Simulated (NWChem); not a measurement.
A series in which one site is exchanged, each optimised at PBE0/def2-SVP with NWChem, gas phase unless a solvent is named. Some are not confirmed as minima by frequencies. def2 effective core potentials on Sn; no spin-orbit coupling.

A: [F][GeH]([Cl])[Cl] (GeHCl2F; site = Ge)
B: FC(Cl)Cl (CHCl2F; site = C)
C: Cl[SiH](F)Cl (SiHCl$_{2}$F; site = Si)
D: [F][SnH]([Cl])[Cl] (SnHCl2F; site = Sn)

Q: Rank them by dipole (D), PBE0/def2-SVP, lowest first.

A: C (1.20), B (1.32), A (1.87), D (2.62)
